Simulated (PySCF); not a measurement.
# Solvent effects on NMR parameters

Molfile (atoms numbered from 1):
```
C7H18PSi
     RDKit          3D

 27 26  0  0  0  0  0  0  0  0999 V2000
   -2.3451   -2.0698    0.5611 C   0  0  0  0  0  0  0  0  0  0  0  0
   -1.3886   -1.3107    1.1016 C   0  0  0  0  0  0  0  0  0  0  0  0
    0.0368   -0.6906    0.2147 P   0  0  2  0  0  0  0  0  0  0  0  0
   -0.0397   -1.2149   -1.5045 C   0  0  0  0  0  0  0  0  0  0  0  0
    1.5287   -1.3306    0.9875 C   0  0  0  0  0  0  0  0  0  0  0  0
    3.2146   -0.8657    0.2010 Si  0  0  0  0  0  4  0  0  0  0  0  0
    0.0355    1.1174    0.3158 C   0  0  0  0  0  0  0  0  0  0  0  0
   -1.1856    1.7838   -0.3159 C   0  0  0  0  0  0  0  0  0  0  0  0
   -1.1559    3.2946   -0.1432 C   0  0  0  0  0  0  0  0  0  0  0  0
   -2.3421   -2.3748   -0.4895 H   0  0  0  0  0  0  0  0  0  0  0  0
   -3.1849   -2.4218    1.1673 H   0  0  0  0  0  0  0  0  0  0  0  0
   -1.4292   -1.0285    2.1609 H   0  0  0  0  0  0  0  0  0  0  0  0
    0.8038   -0.7739   -2.0551 H   0  0  0  0  0  0  0  0  0  0  0  0
   -0.9796   -0.8767   -1.9625 H   0  0  0  0  0  0  0  0  0  0  0  0
    0.0288   -2.3105   -1.5687 H   0  0  0  0  0  0  0  0  0  0  0  0
    1.4379   -2.4301    1.0104 H   0  0  0  0  0  0  0  0  0  0  0  0
    1.5236   -0.9890    2.0371 H   0  0  0  0  0  0  0  0  0  0  0  0
    3.3489    0.6179    0.2117 H   0  0  0  0  0  0  0  0  0  0  0  0
    3.2285   -1.3668   -1.2019 H   0  0  0  0  0  0  0  0  0  0  0  0
    4.2667   -1.5152    1.0235 H   0  0  0  0  0  0  0  0  0  0  0  0
    0.9730    1.4687   -0.1485 H   0  0  0  0  0  0  0  0  0  0  0  0
    0.1105    1.3619    1.3902 H   0  0  0  0  0  0  0  0  0  0  0  0
   -2.1042    1.3717    0.1340 H   0  0  0  0  0  0  0  0  0  0  0  0
   -1.2278    1.5366   -1.3897 H   0  0  0  0  0  0  0  0  0  0  0  0
   -0.2626    3.7358   -0.6113 H   0  0  0  0  0  0  0  0  0  0  0  0
   -1.1539    3.5767    0.9207 H   0  0  0  0  0  0  0  0  0  0  0  0
   -2.0385    3.7554   -0.6083 H   0  0  0  0  0  0  0  0  0  0  0  0
  1  2  2  0
  2  3  1  0
  3  4  1  6
  3  5  1  0
  5  6  1  0
  3  7  1  0
  7  8  1  0
  8  9  1  0
  1 10  1  0
  1 11  1  0
  2 12  1  0
  4 13  1  0
  4 14  1  0
  4 15  1  0
  5 16  1  0
  5 17  1  0
  6 18  1  0
  6 19  1  0
  6 20  1  0
  7 21  1  0
  7 22  1  0
  8 23  1  0
  8 24  1  0
  9 25  1  0
  9 26  1  0
  9 27  1  0
M  CHG  1   3   1
M  END
```

GIAO PBE0/pcSseg-1 in PySCF on one PBE0-D3(BJ)/def2-SVP conformer, non-relativistic, equivalent nuclei averaged. Solvents enter as an IEF-PCM continuum (chloroform with ε = 4.7, acetonitrile with ε = 35.7) around the gas-phase geometry. Shifts are referred to TMS computed in the same medium.

Gas phase, δ in ppm: C1 154.2, C2 127.4, C7 27.0, C8 18.0, C9 16.3, C5 5.7, C4 2.3, Si6 -71.9, H11 7.19, H10 6.70, H12 6.13, H18/H19/H20 4.30, H21 1.90, H13/H14/H15 1.75. Dipole moment 2.24 D.

(1) How does each δ change in the continuum?

(2) Which of the listed nuclei move most (in ppm), and what does the model miss?

## Answers

(1) 
| atoms | environment | Δδ, chloroform | Δδ, acetonitrile |
| --- | --- | --- | --- |
| C1 | terminal =CH2 carbon | -0.8 | -1.2 |
| C2 | alkene CH | +2.8 | +4.0 |
| C7 | sp3 CH2 bonded to P | +0.4 | +0.5 |
| C8 | sp3 CH2 | +0.6 | +0.9 |
| C9 | methyl carbon | +0.6 | +0.8 |
| C5 | sp3 CH2 bonded to P and Si | +0.2 | +0.2 |
| C4 | methyl carbon bonded to P | +0.7 | +1.0 |
| Si6 | silicon bonded to C, 3 H | +1.0 | +1.4 |
| H11 | hydrogen on a terminal =CH2 carbon | -0.11 | -0.17 |
| H10 | hydrogen on a terminal =CH2 carbon | +0.03 | +0.04 |
| H12 | hydrogen on an alkene CH | +0.18 | +0.25 |
| H18/H19/H20 | hydrogen on a silicon bonded to C | -0.14 | -0.20 |
| H21 | hydrogen on an sp3 CH2 bonded to P | +0.09 | +0.14 |
| H13/H14/H15 | hydrogen on a methyl carbon bonded to P | +0.08 | +0.11 |

Changes are relative to the gas phase. The dipole moment becomes 2.64 D in chloroform, 2.76 D in acetonitrile.

(2) C2 (alkene CH, +4.0 ppm) in acetonitrile. A continuum only polarises the solute; specific hydrogen bonds, the anisotropy of aromatic solvents and changes of geometry or conformer are outside it, as are counter-ions.
